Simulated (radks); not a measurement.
Neutral nitrogen inside a hard spherical wall (all orbitals vanish at R), configuration held at [He] 2s2 2p3 and not refilled when levels cross. All-electron calculation, non-relativistic Kohn-Sham, LDA (Slater exchange, Perdew-Wang correlation), spin-polarised, spherical densities, point nucleus; open shells are filled with parallel spins first. Program: a radial shooting solver on a logarithmic mesh with Libxc functionals. Eigenvalues in eV for spin up, with the zero of energy where the potential of the charges vanishes at infinity; a dash marks a level that is unbound or too diffuse for the functional's potential to be trusted. A positive occupied level is held by the wall or, in an anion where self-interaction has pushed it up, behind a barrier. The pressure on the wall is -dE/dV.

R (bohr) = free: E (hartree) -54.13439; kinetic (hartree) 53.860; e(1s) -380.83; e(2s) -19.604; e(2p) -8.395; e(3s, empty) -0.143; e(3p, empty) -; pressure (GPa) 0
R (bohr) = 20: E (hartree) -54.13439; kinetic (hartree) 53.860; e(1s) -380.83; e(2s) -19.604; e(2p) -8.395; e(3s, empty) -0.115; e(3p, empty) 0.534; pressure (GPa) < 0.0001
R (bohr) = 15: E (hartree) -54.13439; kinetic (hartree) 53.860; e(1s) -380.83; e(2s) -19.604; e(2p) -8.395; e(3s, empty) -0.039; e(3p, empty) 0.862; pressure (GPa) < 0.0001
R (bohr) = 12: E (hartree) -54.13439; kinetic (hartree) 53.860; e(1s) -380.83; e(2s) -19.604; e(2p) -8.395; e(3s, empty) 0.119; e(3p, empty) 1.292; pressure (GPa) < 0.0001
R (bohr) = 7: E (hartree) -54.13403; kinetic (hartree) 53.864; e(1s) -380.79; e(2s) -19.573; e(2p) -8.363; e(3s, empty) 1.931; e(3p, empty) 4.293; pressure (GPa) 0.0275
R (bohr) = 6: E (hartree) -54.13258; kinetic (hartree) 53.876; e(1s) -380.66; e(2s) -19.489; e(2p) -8.270; e(3s, empty) 3.519; e(3p, empty) 6.408; pressure (GPa) 0.192
R (bohr) = 3: E (hartree) -53.81935; kinetic (hartree) 55.307; e(1s) -371.71; e(2s) -13.757; e(2p) -1.692; e(3s, empty) 39.813; e(3p, empty) 43.013; pressure (GPa) 154
R (bohr) = 2.5: E (hartree) -53.31084; kinetic (hartree) 57.080; e(1s) -363.23; e(2s) -7.498; e(2p) 5.103; e(3s, empty) 70.175; e(3p, empty) 70.141; pressure (GPa) 609
R (bohr) = 1.5: E (hartree) -47.08416; kinetic (hartree) 72.277; e(1s) -314.44; e(2s) 49.979; e(2p) 57.233; e(3s, empty) 295.88; e(3p, empty) 252.50; pressure (GPa) 17700
